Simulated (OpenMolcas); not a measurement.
## Rh⁺: effect of the active space

```
Program             : OpenMolcas 26.06
Method              : MS-CASPT2 or its RAS form, IPEA 0.25 Eh, imaginary shift 0.1 Eh
Basis               : ANO-RCC-VDZP
Scalar Hamiltonian  : DKH2, point nucleus
Spin-orbit coupling : RASSI with atomic mean-field integrals over the reference wave functions, term energies averaged over their components
```

A. 8 electrons in 6 orbitals (4d 5s); 2S+1 = 5 even, 10 roots; 2S+1 = 3 even, 55 roots; 2S+1 = 1 even, 43 roots; closed shells correlated: 4s 4p; CASPT2 step about 23 core-seconds
B. 8 electrons in 9 orbitals (RAS2 4d 5s; RAS3 5p, at most 2 electrons); 2S+1 = 3 even, 55 roots; 2S+1 = 5 even, 10 roots kept (CI in the orbitals of an earlier block); 2S+1 = 1 even, 50 roots kept (CI in the orbitals of an earlier block); 2S+1 = 3 odd, 16 roots; 2S+1 = 5 odd, 22 roots kept (CI in the orbitals of an earlier block); 2S+1 = 1 odd, 9 roots kept (CI in the orbitals of an earlier block, 0 in the spin-orbit step); closed shells correlated: 4s 4p; CASPT2 step about 6 core-minutes

Energies in eV above 4d8 3F4, the measured ground level; measured values from NIST Handbook of Basic Atomic Spectroscopic Data.

| Level | A | B | Measured |
| --- | --- | --- | --- |
| 4d8 3F4 | 0.0000 | 0.0000 | 0.0000 |
| 4d8 3F3 | 0.322 | 0.322 | 0.2977 |
| 4d8 3F2 | 0.463 | 0.468 | 0.4440 |
| 4d8 3P1 | 1.387 | 1.396 | 1.3037 |
| 4d8 3P0 | 1.419 | 1.428 | 1.3342 |
| 4d7 5s 5F5 | 1.917 | 1.875 | 2.0934 |
| 4d8 1G4 | 1.927 | 1.953 | 1.8418 |
| 4d7 5s 5F4 | 2.123 | 2.077 | 2.2987 |
| 4d7 5s 5F3 | 2.281 | 2.231 | 2.4539 |
| 4d7 5s 5F2 | 2.389 | 2.338 | 2.5599 |
| 4d7 5s 5F1 | 2.456 | 2.404 | 2.6260 |
| 4d7 5s 3F4(1) | 3.002 | 3.027 | 3.1463 |
| 4d7 5s 3F3(1) | 3.269 | 3.291 | 3.4021 |
| 4d7 5s 3F2(1) | 3.433 | 3.466 | 3.5750 |
| 4d7 5s 5P3 | 3.463 | 3.401 |  |
| 4d7 5s 5P2 | 3.494 | 3.434 |  |
| 4d7 5s 5P1 | 3.612 | 3.553 |  |
| 4d7 5s 3G5 | 3.821 | 3.845 |  |
| 4d7 5s 3G4 | 3.926 | 3.952 |  |
| 4d7 5s 3G3 | 4.075 | 4.092 |  |
| 4d7 5s 3P2(1) [65 %] | 4.203 | 4.215 |  |
| 4d7 5s 3H6 | 4.424 | 4.451 |  |

Deviations, from unrounded energies. A percentage is the sum of absolute deviations over the sum of measured energies, with the sign that they share, or ± where signs differ.

| Against measurement | Levels | A | B |
| --- | --- | --- | --- |
| mean absolute deviation (cm-1) | 13 | 980 | 1100 |
| fine structure of the ground term (%) | 2 | +5.9 | +6.5 |
| other terms of the ground configuration (%) | 3 | +5.7 | +6.6 |
| other configurations (%) | 8 | -5.8 | -6.5 |

A lies closest to measurement on these levels. The largest miss of A in the table is 4d7 5s 5F5, by -1400 cm-1. The ranking rests on the paired levels alone, and a cruder setting can come out closer through cancelling errors.

The two smallest mean deviations differ by little beside CASPT2's spread within terms, so their order carries little weight.

Between A and B the level of the table that moves most is 4d7 5s 5P3, by 500 cm-1 (lowest in B, highest in A). Moves below CASPT2's spread within the term are not significant.

Term energies are means over components that CASPT2 splits; among the terms shown or strongly mixed into the levels shown the widest spread is 1500 cm-1 (4d7 5s 3F(1), B). A single d shell beside an s shell can misplace configurations of different d count against each other. The CASPT2 spread within a term exceeds the gap to the next term for 4d7 5s 3H and 4d7 5s 3D, so the order of their levels is uncertain. Some high roots are left out of the spin-orbit mixing, which shifts the levels that they would mix with (holds for B). Terms from blocks run as CI alone lack orbitals of their own (holds for B). Computed and measured levels are paired by configuration, term and J; levels that our copy of the source lacks, or whose pairing is in doubt (as where it misses far off the trend of its configuration), stay unpaired and out of the deviations. Only configurations of the active space appear. Levels that lie high or do not pair safely by name in every column are left out.

A share in square brackets marks a mixed level and gives the weight of the term that names it, the lowest over the columns. A number in round brackets counts repeated terms of one configuration in the order of the reference energies.
